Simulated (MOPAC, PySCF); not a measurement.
Br4Sn, SMILES `[Br][Sn]([Br])([Br])[Br]`, neutral singlet in the gas phase. 

Cartesian coordinates (Å):
```xyz
5

Br    -1.5991    -1.8215    -0.5638
Sn     0.0000     0.0000     0.0000
Br    -1.1579     2.1974    -0.1538
Br     1.9071    -0.0463    -1.5979
Br     0.8498    -0.3296     2.3156
```
Charge 0, multiplicity 1.

All levels are single points at this geometry (B3LYP-D3(BJ)/def2-SVP); Pople sets use spherical d functions. Orbital energies aren't observables, and empty levels follow the basis.

| level | HOMO (eV) | LUMO (eV) | gap (eV) | dipole (D) | vertical IE, Delta-SCF (eV) |
|---|---|---|---|---|---|
| B3LYP-D3(BJ)/def2-TZVP in PySCF | -8.64 | -4.09 | 4.55 | 0.00 | 10.48 |
| PBE-D3(BJ)/def2-TZVP in PySCF | -7.61 | -4.58 | 3.03 | 0.00 | – |
| B3LYP/6-31G* (LANL2DZ on Sn) in PySCF | -8.71 | -4.08 | 4.62 | 0.00 | 10.56 |
| B3LYP/LANL2DZ in PySCF | -8.86 | -4.39 | 4.48 | 0.00 | – |
| BP86/6-31G* (LANL2DZ on Sn) in PySCF | -7.79 | -4.73 | 3.07 | 0.00 | – |
| M06-2X/6-31G* (LANL2DZ on Sn) in PySCF | -10.32 | -3.31 | 7.01 | 0.00 | – |
| SVWN5/6-31G* (LANL2DZ on Sn) in PySCF | -7.84 | -4.79 | 3.05 | 0.00 | – |
| PM3 in MOPAC | -12.79 | -5.36 | 7.43 | 0.00 | – |
| PM7 in MOPAC | -11.00 | -2.15 | 8.84 | 0.00 | – |
